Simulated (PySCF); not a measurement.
## Computed data sheet: `c1ccc2c(c1)Sc1ccccc1S2` (thianthrene)

Species: thianthrene, C₁₂H₈S₂.
Structure used (PBE0-D3(BJ)/def2-SVP), in Å, numbered top down from 1:
```
atom  x, y, z in Å
C1     3.525   -0.733   -0.296
C2     3.563    0.644   -0.082
C3     2.459    1.296    0.463
C4     1.325    0.567    0.832
C5     1.287   -0.818    0.616
C6     2.383   -1.459    0.033
S7    -0.106   -1.779    1.129
C8    -1.440   -0.742    0.607
C9    -2.567   -1.322    0.018
C10   -3.665   -0.534   -0.318
C11   -3.627    0.843   -0.104
C12   -2.492    1.433    0.447
C13   -1.402    0.643    0.823
S14   -0.019    1.400    1.624
H15    4.384   -1.246   -0.735
H16    4.451    1.219   -0.352
H17    2.469    2.378    0.612
H18    2.334   -2.535   -0.153
H19   -2.576   -2.399   -0.167
H20   -4.548   -0.998   -0.762
H21   -4.481    1.467   -0.379
H22   -2.443    2.514    0.597
```

Some functional groups and rings: benzene ring and sulfide.

From PBE0-D3(BJ)/def2-SVP geometry optimisation, gas phase (PySCF):

| Quantity | Value |
| --- | --- |
| Point group | C2v |
| Rotational constants A, B, C | 1.200, 0.424, 0.349 GHz |

**CAM-B3LYP/def2-SVPD ground state and vertical TDDFT (core frozen in the response) (PySCF)**

| Quantity | Value |
| --- | --- |
| Dipole moment | 1.64 D |
| HOMO energy | -7.35 eV |
| LUMO energy | 0.14 eV |
| HOMO–LUMO gap | 7.49 eV |
| Lowest singlet excitation | 4.45 eV (279 nm, f = 0.000) |
| Strongest line among the 10 lowest singlet transitions | S5 at 5.21 eV (238 nm, f = 0.299) |
| Lowest triplet excitation (Tamm–Dancoff) | 3.66 eV |
| Static isotropic polarisability | 175.8 au |
| Electronic spatial extent ⟨r²⟩ about the centre of nuclear charge | 3184 bohr² |

**B97-2/pcSseg-1 ground state and GIAO shieldings, non-relativistic (PySCF)**

| Quantity | Value |
| --- | --- |
| 13C chemical shifts (computed TMS as zero) by class | 141.2 (C4/C5/C8/C13), 131.0 (C3/C6/C9/C12), 129.6 (C1/C2/C10/C11) ppm |
| 1H chemical shifts (computed TMS as zero) by class | 7.51 (H17/H18/H19/H22), 7.26 (H15/H16/H20/H21) ppm |
| Isotropic shieldings of nuclei other than C and H, by class | 387 (S7/S14) ppm |

Monoisotopic mass (most abundant isotopes): 216.0067 u.

S1 lies 3.04 eV below the HOMO–LUMO gap; its leading configuration is HOMO→LUMO, weight 0.92. The 10 singlets span 4.45 to 5.93 eV, and their oscillator strengths add up to 0.73. The polarisability is 26.05 Å³ as a volume (1 au = 0.148185 Å³), or 1.57 au for each of the 112 electrons. The dipole matches unit charges of opposite sign 0.34 Å apart (1 e·Å = 4.8032 D). The principal polarisabilities are 111.2, 174.1 and 242.1 au; their mean is the isotropic value.

One conformer stands for the species.
